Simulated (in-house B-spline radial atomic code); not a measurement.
Values are calculated unless marked as measured or tabulated.
F ion on Ti atom: potential, deflection and energy transfer

The pair potential comes from two frozen, spherical free-atom densities (PBE, B-spline radial code, scalar-relativistic past argon): electrostatics plus the change in Thomas-Fermi kinetic and Dirac exchange energy where they overlap, the recipe behind the universal ZBL potential, which averages such potentials (from solid-state densities) over many pairs. It is written V = (Z1 Z2 e²/r) φ(r/a), with e² = 14.3996 eV·Å and a = 0.46850 Å/(Z1^0.23 + Z2^0.23); ZBL's fit is φ = 0.18175 e^(−3.1998x) + 0.50986 e^(−0.94229x) + 0.28022 e^(−0.4029x) + 0.02817 e^(−0.20162x). Where φ falls below 4e-4 it is continued as an exponential.

Masses 19.0 and 47.87 u.

```tsv
x = r/a	φ, this pair	φ, ZBL
0.1	0.8985	0.8928
0.5	0.637	0.6096
1.5	0.3285	0.2995
3	0.1509	0.1292
5	0.05926	0.05224
8	0.01861	0.01705
12	0.004498	0.00474
17	0.001105	0.001212
```

**Question.** At x = 2 the electrostatic, kinetic and exchange parts are 1635.74, 1256.96 and -99.04 eV. Find r, V and φ.

**Answer.** a = 0.46850/(1.6576 + 2.0359) = 0.12684 Å, so r = 0.25369 Å. V = 1635.74 + 1256.96 + (-99.04) = 2793.66 eV. The bare repulsion is 9 × 22 × 14.3996/0.25369 = 11239 eV, so φ = 0.2486, +12.1 % against ZBL's 0.2218. The kinetic (Pauli) term is 45 % of V here.

**Question.** The ion comes in at 31.4 keV with impact parameter 0.0634 Å. The scattering integral gives a centre-of-mass angle of 65.04° and a closest approach of 0.8137 a. What are the reduced energy, the energy passed on and the laboratory angles?

**Answer.** ε = E a M2/(Z1 Z2 e² (M1 + M2)) = 31400 × 3.1849e-05 = 1. The most that one collision can pass on is γE with γ = 4 M1 M2/(M1 + M2)² = 0.8136. Here T = γE sin²(θ/2) = 0.8136 × 31400 × 0.289 = 7383 eV. The ion turns by arctan(sin θ/(cos θ + M1/M2)) = 47.9°, and the struck atom leaves at (180° − θ)/2 = 57.5°. The closest approach is 0.103 Å. With ZBL the angle would be 63.04° and T = 6982 eV.
